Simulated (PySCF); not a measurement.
A series of related molecules.

All values: PBE0/pcSseg-1 (PySCF) at GFN2-xTB geometries, gas phase, one conformer each.

Problem. Rank by HOMO energy, highest first.
A. `C[C@@H]1C[Si@@H](C)N1`
B. `CC(C)N[Si@@H](C)C[SiH3]`
C. `C[SiH2]N[SiH2]C(C)C`
D. `CC(C)N[SiH2]CN(C)C`

Solution. D (-6.20 eV), A (-6.43 eV), B (-6.62 eV), C (-7.15 eV).

Problem. Rank by HOMO–LUMO gap, highest first.
A. `C[SiH2]N[SiH2]C(C)C`
B. `CC(C)N[SiH2]OC`
C. `C[SiH2]NCC(C)C`
D. `C[SiH2][SiH2]NC(C)C`
E. `CC(N[SiH2]CN(C)C)C`

Solution. A (7.83 eV), C (7.63 eV), B (7.49 eV), E (7.28 eV), D (6.42 eV).

Problem. Rank by the highest IAO charge on any atom, highest value first.
A. `[SiH2]([SiH2]NC(C)C)C`
B. `[SiH2](OC)NC(C)C`
C. `CC(C)N[Si@@H](C)C[SiH3]`
D. `C[SiH2]N[SiH2]C(C)C`
E. `CC(C)N[SiH2]CN(C)C`

Solution. B (+1.115 e), C (+1.037 e), D (+0.906 e), E (+0.876 e), A (+0.594 e).

All values together:

```
                 SMILES                          change    formula  μ (D)  HOMO (eV)  LUMO (eV)  lowest IAO charge (e)  highest IAO charge (e)  lowest Hirshfeld charge (e)  highest Hirshfeld charge (e)
          C[SiH2]NC(C)C                          parent   C4H13NSi   0.87      -6.57       1.15             -0.729 (C)             +0.894 (Si)                   -0.240 (N)                   +0.367 (Si)
     CC(C)N[SiH2]CN(C)C         H on C replaced by NMe2  C6H18N2Si   0.95      -6.20       1.08             -0.689 (N)             +0.876 (Si)                   -0.238 (N)                   +0.351 (Si)
    C[SiH2]N[SiH2]C(C)C   SiH2 inserted into a N-C bond  C4H15NSi2   0.79      -7.15       0.68             -0.942 (N)             +0.906 (Si)                   -0.332 (N)                   +0.377 (Si)
  C[C@@H]1C[Si@@H](C)N1  ring closed by a new C-Si bond   C4H11NSi   0.31      -6.43       0.89             -0.738 (C)             +1.028 (Si)                   -0.256 (N)                   +0.404 (Si)
    CC[C@@H](C)N[SiH2]C    CH2 inserted into a C-C bond   C5H15NSi   0.94      -6.56       1.11             -0.725 (C)             +0.902 (Si)                   -0.232 (N)                   +0.369 (Si)
         CO[SiH2]NC(C)C     O inserted into a C-Si bond  C4H13NOSi   0.60      -6.60       0.89             -0.685 (N)             +1.115 (Si)                   -0.241 (N)                   +0.412 (Si)
    C[SiH2][SiH2]NC(C)C  SiH2 inserted into a Si-N bond  C4H15NSi2   0.60      -6.56      -0.14             -0.698 (C)             +0.594 (Si)                   -0.241 (N)                   +0.272 (Si)
CC(C)N[Si@@H](C)C[SiH3]     H on Si replaced by CH2SiH3  C5H17NSi2   0.99      -6.62       0.91             -0.840 (C)             +1.037 (Si)                   -0.251 (C)                   +0.391 (Si)
    C=C[Si@@H](C)NC(C)C       H on Si replaced by vinyl   C6H15NSi   0.60      -6.57      -0.18             -0.732 (C)             +1.030 (Si)                   -0.238 (N)                   +0.389 (Si)
         C[SiH2]NCC(C)C    CH2 inserted into a N-C bond   C5H15NSi   0.96      -6.56       1.07             -0.725 (C)             +0.897 (Si)                   -0.242 (N)                   +0.368 (Si)
```

Conformers: `[CH3:1][SiH2:2][NH:3][CH:4]([CH3:5])[CH3:6]` with C1–Si2–N3–C4 -49°, Si2–N3–C4–C5 -85°; `[CH3:1][CH:2]([CH3:3])[NH:4][SiH2:5][CH2:6][N:7]([CH3:8])[CH3:9]` with C1–C2–N4–Si5 -137°, C2–N4–Si5–C6 180°, N4–Si5–C6–N7 36°, Si5–C6–N7–C8 -166°; `[CH3:1][SiH2:2][NH:3][SiH2:4][CH:5]([CH3:6])[CH3:7]` with C1–Si2–N3–Si4 -46°, Si2–N3–Si4–C5 178°, N3–Si4–C5–C6 -65°; `[CH3:1][C@@H:2]1[CH2:3][Si@@H:4]([CH3:5])[NH:6]1` with C1–C2–C3–Si4 -108°, C2–C3–Si4–C5 -119°, C3–Si4–N6–C2 10°, C1–C2–N6–Si4 107°; `[CH3:1][CH2:2][C@@H:3]([CH3:4])[NH:5][SiH2:6][CH3:7]` with C1–C2–C3–C4 174°, C2–C3–N5–Si6 144°, C3–N5–Si6–C7 -178°; `[CH3:1][O:2][SiH2:3][NH:4][CH:5]([CH3:6])[CH3:7]` with C1–O2–Si3–N4 177°, O2–Si3–N4–C5 42°, Si3–N4–C5–C6 83°; `[CH3:1][SiH2:2][SiH2:3][NH:4][CH:5]([CH3:6])[CH3:7]` with C1–Si2–Si3–N4 -160°, Si2–Si3–N4–C5 -51°, Si3–N4–C5–C6 -86°; `[CH3:1][CH:2]([CH3:3])[NH:4][Si@@H:5]([CH3:6])[CH2:7][SiH3:8]` with C1–C2–N4–Si5 153°, C2–N4–Si5–C6 -174°, N4–Si5–C7–Si8 -52°; `[CH2:1]=[CH:2][Si@@H:3]([CH3:4])[NH:5][CH:6]([CH3:7])[CH3:8]` with C1–C2–Si3–C4 93°, C2–Si3–N5–C6 -171°, Si3–N5–C6–C7 -87°; `[CH3:1][SiH2:2][NH:3][CH2:4][CH:5]([CH3:6])[CH3:7]` with C1–Si2–N3–C4 -178°, Si2–N3–C4–C5 -78°, N3–C4–C5–C6 176°.

Problem. Give the shifts from the parent, `C[SiH2]NC(C)C`.

Solution. 
| SMILES | change in μ (D) | change in HOMO (eV) | change in LUMO (eV) |
| --- | --- | --- | --- |
| CC(C)N[SiH2]CN(C)C | +0.08 | +0.37 | -0.07 |
| C[SiH2]N[SiH2]C(C)C | -0.08 | -0.58 | -0.47 |
| C[C@@H]1C[Si@@H](C)N1 | -0.56 | +0.14 | -0.26 |
| CC[C@@H](C)N[SiH2]C | +0.07 | +0.01 | -0.04 |
| CO[SiH2]NC(C)C | -0.27 | -0.03 | -0.26 |
| C[SiH2][SiH2]NC(C)C | -0.27 | +0.01 | -1.29 |
| CC(C)N[Si@@H](C)C[SiH3] | +0.12 | -0.05 | -0.24 |
| C=C[Si@@H](C)NC(C)C | -0.27 | 0.00 | -1.33 |
| C[SiH2]NCC(C)C | +0.09 | +0.01 | -0.08 |
